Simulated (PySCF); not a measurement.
Assignment exercise: C₄H₆FNSi

Molfile (atoms numbered from 1):
```
C4H6FNSi
     RDKit          3D

 13 12  0  0  0  0  0  0  0  0999 V2000
   -1.2098   -1.5644    2.2282 N   0  0  0  0  0  0  0  0  0  0  0  0
   -1.2903   -1.1213    1.1786 C   0  0  0  0  0  0  0  0  0  0  0  0
   -1.3888   -0.5404   -0.1404 C   0  0  0  0  0  0  0  0  0  0  0  0
   -0.8065    0.8454   -0.1308 C   0  0  0  0  0  0  0  0  0  0  0  0
   -1.7644    1.8016   -0.0197 F   0  0  0  0  0  0  0  0  0  0  0  0
    0.4705    1.1765   -0.2007 C   0  0  0  0  0  0  0  0  0  0  0  0
    1.8825   -0.0608   -0.3359 Si  0  0  0  0  0  4  0  0  0  0  0  0
   -2.4445   -0.4943   -0.4237 H   0  0  0  0  0  0  0  0  0  0  0  0
   -0.8468   -1.1763   -0.8443 H   0  0  0  0  0  0  0  0  0  0  0  0
    0.7011    2.2320   -0.1676 H   0  0  0  0  0  0  0  0  0  0  0  0
    1.6926   -0.8388   -1.5674 H   0  0  0  0  0  0  0  0  0  0  0  0
    1.8736   -0.9593    0.8172 H   0  0  0  0  0  0  0  0  0  0  0  0
    3.1264    0.7004   -0.4113 H   0  0  0  0  0  0  0  0  0  0  0  0
  1  2  3  0
  2  3  1  0
  3  4  1  0
  4  5  1  0
  4  6  2  0
  6  7  1  0
  3  8  1  0
  3  9  1  0
  6 10  1  0
  7 11  1  0
  7 12  1  0
  7 13  1  0
M  END
```

One computed conformer, no relativistic terms, gas phase, rapidly exchanging positions averaged. GIAO PBE0/pcSseg-1 shieldings; structure optimised with GFN2-xTB; PySCF 2.14.0 with density-fitted response routines.

Shifts are taken against calculated references (same method and geometry level): TMS for 13C, 1H.

(1) Assign these signals to the numbered atoms. 13C{1H} NMR (computed): δ 172.9 (C), 118.9 (C), 100.7 (CH), 22.3 (CH2).

(2) Assign these signals to the numbered atoms. 1H NMR (500 MHz, computed): δ 5.49 (m, 1H), 4.29 (d, 3H), 3.19 (m, 2H).

Answers

(1) 
```tsv
δ (ppm)	atoms	environment	reason
172.9	C4	fully substituted alkene carbon	–
118.9	C2	nitrile carbon	this is the usual window of a C≡N carbon, which has no attached hydrogen
100.7	C6	alkene CH	the olefinic region
22.3	C3	allylic sp3 CH2	a saturated carbon with 2 carbon neighbours and no heteroatom attached
```

(2) 
5.49 → H10, hydrogen on an alkene CH: olefinic region
4.29 → H11/H12/H13, hydrogen on a silicon bonded to C
3.19 → H8/H9, hydrogen on an allylic sp3 CH2: allylic position

Splittings by 19F in the carbon and heteronuclear signals aren't shown, as no couplings were computed. Shifts are as computed. Against solution values, carbons near 30 ppm lie about +3 ppm off and those near 130 ppm about +5 ppm. Of 1309 compounds with measured shifts, 239 miss one by over three times the rms of a fit or turn the order of signals round; such compounds aren't used in these exercises. No couplings were computed; multiplicities are counted from neighbouring protons, with m where these are inequivalent, close in shift, in a saturated or five-membered ring or joined by F or P, and br s for small geminal =CH2 splittings.
